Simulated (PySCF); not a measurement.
Si(F)(H)2(SMe) (CH5FSSi), SMILES CS[SiH2]F.

Geometry: B3LYP-D3(BJ)/def2-SVP. The values are those of a single conformer.

The numbers are results of TDDFT-ωB97X/def2-SVPD in PySCF 2.14.0, not measurements.

Vertical excitations. Gas-phase values at a fixed geometry.

Computed lowest excited states:
```json
[
 {"state": "S1", "energy (eV)": "5.99", "λ (nm)": "207", "f": "0.001", "main pairs": "HOMO→LUMO 66 %, HOMO→LUMO+1 13 %"},
 {"state": "S2", "energy (eV)": "6.93", "λ (nm)": "179", "f": "0.024", "main pairs": "HOMO→LUMO+2 73 %"},
 {"state": "S3", "energy (eV)": "7.09", "λ (nm)": "175", "f": "0.051", "main pairs": "HOMO→LUMO+1 63 %, HOMO→LUMO+2 13 %"},
 {"state": "S4", "energy (eV)": "7.84", "λ (nm)": "158", "f": "0.031", "main pairs": "HOMO→LUMO+3 68 %, HOMO−1→LUMO 13 %"},
 {"state": "S5", "energy (eV)": "7.97", "λ (nm)": "156", "f": "0.030", "main pairs": "HOMO−1→LUMO 56 %, HOMO→LUMO+3 10 %"},
 {"state": "S6", "energy (eV)": "8.24", "λ (nm)": "150", "f": "0.008", "main pairs": "HOMO→LUMO+4 43 %, HOMO→LUMO+5 14 %, HOMO→LUMO+6 12 %, HOMO−1→LUMO+2 8 %"},
 {"state": "S7", "energy (eV)": "8.29", "λ (nm)": "150", "f": "0.009", "main pairs": "HOMO−1→LUMO+1 53 %, HOMO−1→LUMO+2 16 %, HOMO−1→LUMO 9 %"},
 {"state": "S8", "energy (eV)": "8.59", "λ (nm)": "144", "f": "0.058", "main pairs": "HOMO→LUMO+5 42 %, HOMO→LUMO+4 35 %, HOMO→LUMO+6 9 %"},
 {"state": "S9", "energy (eV)": "8.60", "λ (nm)": "144", "f": "0.078", "main pairs": "HOMO−2→LUMO 29 %, HOMO−1→LUMO+2 24 %, HOMO−2→LUMO+1 20 %, HOMO−1→LUMO+1 9 %"},
 {"state": "S10", "energy (eV)": "8.70", "λ (nm)": "143", "f": "0.178", "main pairs": "HOMO−1→LUMO+2 26 %, HOMO−2→LUMO 23 %, HOMO−1→LUMO+1 15 %, HOMO−2→LUMO+1 14 %"},
 {"state": "T1", "energy (eV)": "5.59", "λ (nm)": "222", "f": "0", "main pairs": "HOMO→LUMO 58 %, HOMO→LUMO+1 13 %, HOMO→LUMO+2 9 %"},
 {"state": "T2", "energy (eV)": "6.39", "λ (nm)": "194", "f": "0", "main pairs": "HOMO→LUMO+2 42 %, HOMO→LUMO 20 %, HOMO→LUMO+1 14 %, HOMO→LUMO+3 9 %"},
 {"state": "T3", "energy (eV)": "6.61", "λ (nm)": "188", "f": "0", "main pairs": "HOMO→LUMO+1 55 %, HOMO→LUMO+2 22 %"},
 {"state": "T4", "energy (eV)": "7.05", "λ (nm)": "176", "f": "0", "main pairs": "HOMO−1→LUMO 61 %, HOMO−1→LUMO+1 10 %"}
]
```
Triplets are in the Tamm–Dancoff approximation, which puts them higher than full response would, so one can lie above its singlet here.
